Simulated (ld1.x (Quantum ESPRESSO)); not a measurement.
**An all-electron radial function and its pseudo partner (neodymium)**

Columns: radius, all-electron u(r) and pseudo u(r) of the 5p shell (level -34.98 eV) of neodymium in the configuration [Kr] 4d10 5s2 4f4 5p6 5d0 6s0 6p0; PBE, scalar-relativistic, TM semilocal scheme, ld1.x (Quantum ESPRESSO) 7.5.

| r (bohr) | all-electron | pseudo |
| --- | --- | --- |
| 0.178 | -0.2924 | -0.0194 |
| 0.355 | 0.1931 | -0.0776 |
| 0.533 | 0.4441 | -0.1760 |
| 0.710 | 0.1462 | -0.3125 |
| 0.888 | -0.2774 | -0.4802 |
| 1.065 | -0.6063 | -0.6535 |
| 1.243 | -0.8011 | -0.7965 |
| 1.420 | -0.8794 | -0.8730 |
| 1.598 | -0.8766 | -0.8755 |
| 1.775 | -0.8235 | -0.8235 |
| 1.953 | -0.7432 | -0.7432 |
| 2.130 | -0.6526 | -0.6526 |
| 2.308 | -0.5610 | -0.5610 |
| 2.485 | -0.4752 | -0.4752 |
| 2.662 | -0.3978 | -0.3978 |
| 2.840 | -0.3296 | -0.3296 |
| 3.018 | -0.2710 | -0.2710 |
| 3.195 | -0.2218 | -0.2218 |
| 3.373 | -0.1802 | -0.1802 |
| 3.550 | -0.1459 | -0.1459 |
| 3.728 | -0.1175 | -0.1175 |
| 3.905 | -0.0944 | -0.0944 |
| 4.083 | -0.0754 | -0.0754 |
| 4.260 | -0.0601 | -0.0601 |
| 4.438 | -0.0477 | -0.0477 |
| 4.615 | -0.0378 | -0.0378 |

**Question.** How many radial nodes do the two functions have?

**Answer.** The all-electron 5p function has n − l − 1 = 3 (the table is too coarse to show those close to the nucleus); the pseudo-wave has 0, since the states of the same l below it are removed with the core.

**Question.** At about which radius was the pseudo-wave matched?

**Answer.** 1.90 bohr, where the columns begin to agree (steps of 0.18 bohr).

**Question.** Where does each function peak?

**Answer.** Outermost all-electron maximum near 1.42 bohr, pseudo maximum near 1.60 bohr (to the table’s step).

**Question.** Is the pseudo-wave norm-conserving?

**Answer.** Yes: the TM semilocal scheme keeps the norm inside the radius equal to the all-electron one, which fixes the energy derivative of the logarithmic derivative at the level.
